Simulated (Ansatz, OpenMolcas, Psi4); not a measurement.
## GaSiH4F (SMILES [F][GaH][SiH3]): methods side by side

GaSiH4F: 7 atoms, total charge 0, spin state singlet. As SMILES, `[F][GaH][SiH3]`. The coordinates come from a PBE0-D4/def2-TZVP relaxation.

Quantity: the vertical energy of the triplet above the singlet, in eV. The values are calculated.

```tsv
level	kind	program	value (eV)	less CCSD(T)/def2-SVP	CPU time (all runs)
HF/def2-SVP	Hartree–Fock	Ansatz	4.31	-0.12	7.1 s
SVWN5/def2-SVP	LDA	OpenMolcas	3.98	-0.45	25 s
PBE/def2-SVP	GGA	Ansatz	3.94	-0.49	17 s
M06-L/def2-SVP	meta-GGA	OpenMolcas	4.32	-0.11	55 s
r2SCAN0/def2-SVP	hybrid meta-GGA	Ansatz	4.15	-0.28	51 s
wB97M-V/def2-SVP	range-separated hybrid	Psi4	4.47	+0.04	6.2 min
PBE-QIDH/def2-SVP	double hybrid	Ansatz	4.45	+0.02	29 s
CCSD(T)/def2-SVP	coupled cluster or CI	Ansatz	4.43	0.00	85 s
```

CCSD(T)/def2-SVP is the highest level here, not the true value. All-electron rows without a relativistic Hamiltonian named are non-relativistic. The values span 3.94 to 4.47 eV. In the correlated wave-function rows the outer d shell of Ga is correlated, in sets not made for it. Times are those of the runs behind each value, whatever else they computed, on shared processors of several kinds: orders of magnitude only.
